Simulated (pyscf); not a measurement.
## F–SbH–F (SMILES [F][SbH][F]), singlet

Gas-phase minimum from PySCF at ωB97X-D3(BJ)/def2-SVP, one conformer. 

```xyz
4

F      1.5130    -0.7569    -0.3500
Sb     0.2584     0.0556    -1.5675
F     -0.1992     1.5417    -0.4271
H     -1.0572    -0.9077    -1.0155
```

Bonds (Å): F1–Sb2 1.928, Sb2–F3 1.928, Sb2–H4 1.721. Angles (°): F1–Sb2–F3 96.1, F1–Sb2–H4 93.4, F3–Sb2–H4 93.5.

Properties at ωB97X-D3(BJ)/def2-SVP:

```
Property                                                                                                                                           Result
---------------------------------------------------------------------------------------------------------------------  ----------------------------------
Harmonic wavenumbers, unscaled                                                                                         206, 649, 658, 678, 713, 1976 cm⁻¹
Zero-point energy                                                                                                                            7.0 kcal/mol
Rotational symmetry number                                                                                                                              1
Entropy of this conformer at 298 K and 1 atm, rigid rotor and harmonic oscillator, modes under 100 cm⁻¹ raised to 100                     289.8 J/(mol K)
Dipole moment                                                                                                                                      3.46 D
```

Single-point totals, which compare only within one level (frozen core for MP2 and CC):

| level | total energy (hartree) |
|---|---|
| ωB97X-D3(BJ)/def2-TZVP | -440.76639 |
| PBE/def2-TZVP | -440.49197 |
| r²SCAN/def2-TZVP | -440.69400 |
| B3LYP-D3(BJ)/def2-TZVP | -440.76963 |
| PBE0-D3(BJ)/def2-TZVP | -440.49476 |
| M06-2X/def2-TZVP | -440.52877 |
| ωB97M-D3(BJ)/def2-TZVP | -440.76192 |
| HF/def2-TZVPP | -438.85324 |
| MP2/def2-TZVPP | -439.70247 |
| CCSD/def2-TZVPP | -439.69689 |
| CCSD(T)/def2-TZVPP | -439.72168 |

The CCSD(T) − MP2 part came from Ansatz, without density fitting, on the same reference. The frozen core leaves the outer d or s,p core shells of the metals and heavy elements correlated in the MP2 and CC values, and def2-TZVPP describes them poorly, so these totals are far from the basis limit. Elements past Kr carry the def2 core potentials, without spin-orbit coupling.
